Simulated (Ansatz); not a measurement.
A nudged elastic band was laid between two geometries of C$_{2}$H$_{7}$BO (11 atoms, charge 0, multiplicity 1).

The calculation used Ansatz 0.2.0, RKS PBE0-D4/def2-SVP.

| Property | Result |
| --- | --- |
| movable images | 5 |
| climbing image | yes |
| spring | 5.0 eV/Å² |
| optimiser | quadratic models (default) |
| start path | through a guess of the saddle point |
| force threshold | 0.05 eV/Å |
| iteration limit | 60 |
| end points | relaxed |

Initial state:

```xyz
11
Properties=species:S:1:pos:R:3
B -0.353 -0.338 0.999
C 1.208 -0.259 0.793
O -1.256 -0.027 0.045
C -0.944 0.408 -1.251
H 0.140 0.469 -1.434
H -0.853 -0.682 2.050
H 1.528 0.779 0.593
H 1.542 -0.857 -0.072
H 1.758 -0.610 1.677
H -1.386 -0.286 -1.984
H -1.386 1.403 -1.417
```

Final state:

```xyz
11
Properties=species:S:1:pos:R:3
B -1.506 -0.027 0.551
C 1.872 -0.069 0.379
O -1.447 -1.050 -0.290
C -1.612 0.286 -0.929
H 1.408 0.912 0.204
H -1.475 0.147 1.734
H 2.952 0.007 0.198
H 1.432 -0.814 -0.297
H 1.696 -0.376 1.419
H -0.743 0.583 -1.528
H -2.576 0.399 -1.440
```

Which bonds break or form, and what moves?

Bonds broken: B1–C2, C4–H5. Bonds formed: B1–C4, C2–H5. C2H7BO becomes CH3BO + CH4.

What energy profile does the band end with?

The run converged. The highest image is number 4 of 0 to 6, 64.8 kcal/mol above the first end and 25.8 kcal/mol above the last; the last end lies 39.0 kcal/mol above the first. Neighbouring images differ by up to 1.8 eV, so the band resolves the path poorly. A vibrational analysis at the climbing image gives one clearly imaginary mode, 1058i cm⁻¹: a first-order saddle point. The orbitals stay closed-shell, which can raise the energy where a bond breaks towards radicals; this wasn't checked here.

```
image  path coordinate (Å)  energy (kcal/mol)  B1–C2 (Å)  C4–H5 (Å)  B1–C4 (Å)
    0                 0.00                0.0       1.58       1.10       2.44
    1                 1.07               -0.1       1.57       1.10       2.44
    2                 2.13                9.3       1.57       1.10       2.34
    3                 3.20               23.1       1.57       1.13       1.97
    4                 4.26               64.8       1.77       1.69       1.60
    5                 6.17               39.5       3.15       2.85       1.52
    6                 8.07               39.0       3.38       3.29       1.52
```

What is the geometry of the highest image?


```xyz
11
Properties=species:S:1:pos:R:3
B -0.479 0.054 0.539
C 1.261 -0.243 0.457
O -1.236 -0.950 -0.116
C -1.181 0.214 -0.894
H 0.381 0.484 -0.317
H -0.759 0.679 1.529
H 1.875 0.547 0.908
H 1.731 -0.620 -0.464
H 1.200 -1.094 1.151
H -0.710 0.087 -1.882
H -2.083 0.841 -0.911
```

The band took 15 iterations and of the order of 4 core-minutes.

Run time: 2 min on 2 threads of Arm Neoverse V2 (shared host), peak memory 0.18 GiB.
